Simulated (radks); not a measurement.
Ionisation of the chromium ion Cr2+, [Ar] 3d4, to [Ar] 3d3 as the strength of local exchange is varied. Method: scalar-relativistic Kohn-Sham, Slater X-alpha exchange (alpha = 2/3 is LDA exchange), no correlation, spin-polarised, spherical densities, finite nucleus; open shells are filled with parallel spins first; Fermi nuclear charge, rms radius 3.6452 fm; computed with a radial shooting solver on a logarithmic mesh with Libxc functionals.

alpha = 0.57: E(Cr2+) (hartree) -1039.46735; exchange (hartree) -37.57266; IE (eV) 28.805; -e of the level emptied (eV) 21.277 (3d); <r> of it (bohr) 1.266
alpha = 0.576: E(Cr2+) (hartree) -1039.86315; exchange (hartree) -37.98230; IE (eV) 28.936; -e of the level emptied (eV) 21.392 (3d); <r> of it (bohr) 1.263
alpha = 0.667: E(Cr2+) (hartree) -1045.88405; exchange (hartree) -44.23092; IE (eV) 30.975; -e of the level emptied (eV) 23.190 (3d); <r> of it (bohr) 1.223
alpha = 0.797: E(Cr2+) (hartree) -1054.54393; exchange (hartree) -53.27293; IE (eV) 34.049; -e of the level emptied (eV) 25.938 (3d); <r> of it (bohr) 1.172
alpha = 0.815: E(Cr2+) (hartree) -1055.74841; exchange (hartree) -54.53555; IE (eV) 34.489; -e of the level emptied (eV) 26.335 (3d); <r> of it (bohr) 1.165
alpha = 0.816: E(Cr2+) (hartree) -1055.81536; exchange (hartree) -54.60577; IE (eV) 34.514; -e of the level emptied (eV) 26.357 (3d); <r> of it (bohr) 1.165
alpha = 0.912: E(Cr2+) (hartree) -1062.26178; exchange (hartree) -61.38398; IE (eV) 36.923; -e of the level emptied (eV) 28.541 (3d); <r> of it (bohr) 1.131

NIST Atomic Spectra Database: 30.96 eV (measured). The Delta-SCF value meets it near alpha = 0.67. Open shells are spherical and high-spin; term and fine-structure splittings are not resolved.
